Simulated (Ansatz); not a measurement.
Consider the germylene formation by 1,1-elimination: `[SiH3][SiH2][GeH2][SiH3]` → `[GeH2]` + `[SiH3][SiH2][SiH3]`.

Computed with Ansatz on PBE0-D4/def2-TZVP structures; ΔE is electronic, products minus reactants. CCSD(T)/CBS is the MP2 limit (def2-TZVPP, def2-QZVPP) plus CCSD(T) − MP2 in def2-TZVPP, frozen cores. Functionals use def2-TZVPP. B3LYP here is the variant with VWN-RPA as its local correlation; programs differ in this. For Ge outer-core shells are correlated without core-valence functions, which leaves a few kJ/mol of doubt a bond. Scalar relativity is left out up to krypton. Each species was taken in one conformer, which may not be the lowest.

`[SiH3][SiH2][GeH2][SiH3]`:

Z-matrix (Å, degrees):
```
Si
Si 1 2.337
H 1 1.488 2 109.5
H 1 1.488 2 111.6 3 120.4
H 1 1.488 2 109.7 3 -118.9
Ge 2 2.381 1 109.5 3 61.2
H 2 1.490 1 110.2 3 -177.3
H 2 1.490 1 109.6 3 -58.3
Si 6 2.379 2 110.3 1 -56.9
H 6 1.541 2 110.4 1 -178.7
H 6 1.541 2 109.1 1 63.2
H 9 1.487 6 109.7 2 -57.3
H 9 1.487 6 111.2 2 -177.8
H 9 1.487 6 109.5 2 61.9
```

`[GeH2]`:

```xyz
3

Ge    0.738   -0.087    0.083
H    -0.397    0.694    0.887
H    -0.341   -0.607   -0.970
```

`[SiH3][SiH2][SiH3]`:

```xyz
11

Si    0.312   -1.815   -0.646
Si    0.779    0.460   -0.373
Si   -0.882    1.478    0.920
H     1.356   -2.486   -1.466
H    -1.004   -1.982   -1.320
H     0.250   -2.479    0.684
H     0.848    1.120   -1.708
H     2.102    0.623    0.293
H    -0.948    0.829    2.257
H    -2.204    1.324    0.254
H    -0.608    2.928    1.106
```

CCSD(T)/CBS gives +2.18 eV.

**Question.** Another level gave +2.29 eV. Which?
A. r2SCAN0/def2-TZVPP
B. ωB97M-V/def2-TZVPP
C. ωB97X-V/def2-TZVPP
D. B3LYP-D4/def2-TZVPP

**Answer.** A. r2SCAN0 2.29, ωB97X-V 2.17, B3LYP-D4 2.00, ωB97M-V 2.06 eV.

**Question.** What do rigid-rotor, harmonic-oscillator terms from PBE0-D4/def2-TZVP frequencies (298.15 K, 1 bar) make of the CCSD(T)/CBS value? (Best estimate.)

**Answer.** Computed: ΔZPE = -0.14 eV, ΔH = +2.06 eV, ΔS = 137 J/(mol·K), ΔG = +1.64 eV. Modes under 50 cm⁻¹ make the entropy rough.

Largest T1 diagnostic among the species: 0.013.

From BLYP to BHLYP (50 % exact exchange), in def2-TZVPP and without D4, ΔE moves by +0.25 eV. At CCSD(T), def2-SVP lies −0.15 eV from the extrapolated value and def2-TZVPP +0.01 eV.

CCSD(T)/CBS has its own doubt, a few kJ/mol and more with outer-core shells, so smaller differences from it don't rank the levels.
